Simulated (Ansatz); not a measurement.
`[OH][GeH]([Cl])[Cl]` + `[CH3]`• → `[OH][Ge]([Cl])[Cl]`• + CH₄  (hydrogen abstraction from a Ge–H bond)

Program: Ansatz. Geometries: PBE0-D4/def2-TZVP. ΔE: electronic, gas phase. CCSD(T)/CBS adds triple-zeta CCSD(T) − MP2 to the extrapolated MP2 energy (def2 sets, frozen cores). This one scheme is used for every species. Functionals use def2-TZVPP. B3LYP here is the variant with VWN-RPA as its local correlation; programs differ in this. HSE06 is defined as in plane-wave codes. No spin–orbit coupling; open shells (•) take unrestricted orbitals. For Ge outer-core shells are correlated without core-valence functions, which leaves a few kJ/mol of doubt a bond. Scalar relativity is left out up to krypton. Each species was taken in one conformer, which may not be the lowest.

`[OH][GeH]([Cl])[Cl]`:

Z-matrix (Å, degrees):
```
Ge
Cl 1 2.137
Cl 1 2.137 2 106.8
O 1 1.752 2 109.7 3 -118.8
H 1 1.521 2 111.2 3 121.6
H 4 0.961 1 113.6 2 58.9
```

`[CH3]`•:

```xyz
4

C     0.000    0.000    0.000
H     0.692   -0.512    0.652
H    -0.824    0.558    0.419
H     0.132   -0.046   -1.071
```

`[OH][Ge]([Cl])[Cl]`•:

Cartesian coordinates in Å:
```
O 0.952 -0.900 0.086
Ge -0.232 0.209 -0.618
Cl -0.326 1.975 0.634
Cl -2.099 -0.851 -0.564
H 1.705 -0.433 0.463
```

CH₄:

Z-matrix (Å, degrees):
```
C
H 1 1.090
H 1 1.090 2 109.5
H 1 1.090 2 109.5 3 -120.0
H 1 1.090 2 109.5 3 120.0
```

**Question.** Is it downhill or uphill in electronic energy at CCSD(T)/CBS, and by how much? (Best estimate.)

**Answer.** Ansatz gave: Downhill: ΔE = -1.01 eV.

**Question.** What do these levels give: revPBE-D4, BLYP-D4, B3LYP-D4, r2SCANh-D4, HSE06-D4, B2PLYP, PBE-QIDH, r2SCAN0, BHLYP, MP2/def2-SVP, SCS-MP2/def2-QZVPP, MP2/CBS(def2)? (Estimate.)

**Answer.** Ansatz gave: revPBE-D4 -1.32, BLYP-D4 -1.37, B3LYP-D4 -1.23, r2SCANh-D4 -1.07, HSE06-D4 -1.18, B2PLYP -1.14, PBE-QIDH -1.04, r2SCAN0 -1.02, BHLYP -1.03, MP2/def2-SVP -1.01, SCS-MP2/def2-QZVPP -1.01, MP2/CBS(def2) -1.06 eV.

**Question.** What do rigid-rotor, harmonic-oscillator terms from PBE0-D4/def2-TZVP frequencies (298.15 K, 1 bar) make of the CCSD(T)/CBS value? (Best estimate.)

**Answer.** The calculation gave: ΔZPE = +0.17 eV, ΔH = -0.85 eV, ΔS = -3 J/(mol·K), ΔG = -0.84 eV. Open shells count their whole term as degenerate.

Largest T1 diagnostic among the species: 0.014.

From BLYP to BHLYP (50 % exact exchange), in def2-TZVPP and without D4, ΔE moves by +0.35 eV. Leaving LDA and LC-ωPBE aside and taking each functional with its dispersion term where it has one, the values, not all of them listed here, spread over 0.35 eV, from BLYP-D4 to r2SCAN0-D4. LDA lies −0.12 eV from PBE without D4. In def2-TZVPP, CCSD(T) changes the Hartree–Fock value by −0.35 eV (the triples alone add −0.05 eV) and MP2 by −0.40 eV.
